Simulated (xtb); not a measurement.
magnesium atom (Mg), singlet (GFN-xTB shapes and energies of metal compounds can be far from the true ones); GFN2-xTB (xtb).

The xtb input:
```
$ xtb mol.xyz --gfn 2 --chrg 0 --uhf 0 --json

# file mol.xyz
1

Mg     0.00000000     0.00000000     0.00000000
```

### Question
Write the output that xtb gives for this input, abridged.

### Answer

```
   ID    Z sym.   atoms
    1   12 Mg     1

           -------------------------------------------------
          |                Calculation Setup                |
           -------------------------------------------------

           -------------------------------------------------
          |                 G F N 2 - x T B                 |
           -------------------------------------------------

          ...................................................
          :                      SETUP                      :
          :.................................................:
          :  # basis functions                  10          :
          :  # atomic orbitals                   9          :
          :  # shells                            3          :
          :  # electrons                         2          :
          :  max. iterations                   250          :
          :  Hamiltonian                  GFN2-xTB          :
          :  restarted?                      false          :
          :  GBSA solvation                  false          :
          :  PC potential                    false          :
          :  electronic temp.          300.0000000     K    :
          :  accuracy                    1.0000000          :
          :  -> integral cutoff          0.2500000E+02      :
          :  -> integral neglect         0.1000000E-07      :
          :  -> SCF convergence          0.1000000E-05 Eh   :
          :  -> wf. convergence          0.1000000E-03 e    :
          :  Broyden damping             0.4000000          :
          :  net charge                          0          :
          :  unpaired electrons                  0          :
          ...................................................

 iter      E             dE          RMSdq      gap      omega  full diag
   1     -0.4659747 -0.465975E+00  0.777E-16    4.88       4.9  T
   2     -0.4659747  0.000000E+00  0.622E-16    4.88       4.9  T
   3     -0.4659747  0.000000E+00  0.479E-16    4.88       4.9  T

   *** convergence criteria satisfied after 3 iterations ***

         :::::::::::::::::::::::::::::::::::::::::::::::::::::
         ::                     SUMMARY                     ::
         :::::::::::::::::::::::::::::::::::::::::::::::::::::
         :: total energy              -0.465974663792 Eh    ::
         :: gradient norm              0.000000000000 Eh/a0 ::
         :: HOMO-LUMO gap              4.881711000000 eV    ::
         ::.................................................::
         :: SCC energy                -0.465974663792 Eh    ::
         :: -> isotropic ES            0.000000000000 Eh    ::
         :: -> anisotropic ES          0.000000000000 Eh    ::
         :: -> anisotropic XC          0.000000000000 Eh    ::
         :: -> dispersion              0.000000000000 Eh    ::
         :: repulsion energy           0.000000000000 Eh    ::
         :: add. restraining           0.000000000000 Eh    ::
         :: total charge              -0.000000000000 e     ::
         :::::::::::::::::::::::::::::::::::::::::::::::::::::

           -------------------------------------------------
          |                Property Printout                |
           -------------------------------------------------

    * Orbital Energies and Occupations

         #    Occupation            Energy/Eh            Energy/eV
      -------------------------------------------------------------
         1        2.0000           -0.2329873              -6.3399 (HOMO)
         2                         -0.0535878              -1.4582 (LUMO)
         3                         -0.0535878              -1.4582
         4                         -0.0535878              -1.4582
         5                         -0.0535878              -1.4582
         6                         -0.0535878              -1.4582
         7                         -0.0256396              -0.6977
         8                         -0.0256396              -0.6977
         9                         -0.0256396              -0.6977
      -------------------------------------------------------------
                  HL-Gap            0.1793996 Eh            4.8817 eV
             Fermi-level           -0.1432875 Eh           -3.8991 eV

     #   Z          covCN         q      C6AA      α(0)
     1  12 Mg       0.000    -0.000   702.168    75.574

 Mol. C6AA /au·bohr⁶  :        702.168257
 Mol. C8AA /au·bohr⁸  :      62866.377236
 Mol. α(0) /au        :         75.573600

Wiberg/Mayer (AO) data.
largest (>0.10) Wiberg bond orders for each atom

 ---------------------------------------------------------------------------
     #   Z sym  total        # sym  WBO       # sym  WBO       # sym  WBO
 ---------------------------------------------------------------------------
     1  12 Mg   0.000
 ---------------------------------------------------------------------------

molecular dipole:
                 x           y           z       tot (Debye)
 q only:        0.000       0.000       0.000
   full:        0.000       0.000       0.000       0.000
molecular quadrupole (traceless):
                xx          xy          yy          xz          yz          zz
 q only:        0.000       0.000       0.000       0.000       0.000       0.000
  q+dip:        0.000       0.000       0.000       0.000       0.000       0.000
   full:        0.000       0.000       0.000       0.000       0.000       0.000

           -------------------------------------------------
          | TOTAL ENERGY               -0.465974663792 Eh   |
          | GRADIENT NORM               0.000000000000 Eh/α |
          | HOMO-LUMO GAP               4.881711000000 eV   |
           -------------------------------------------------

normal termination of xtb
```
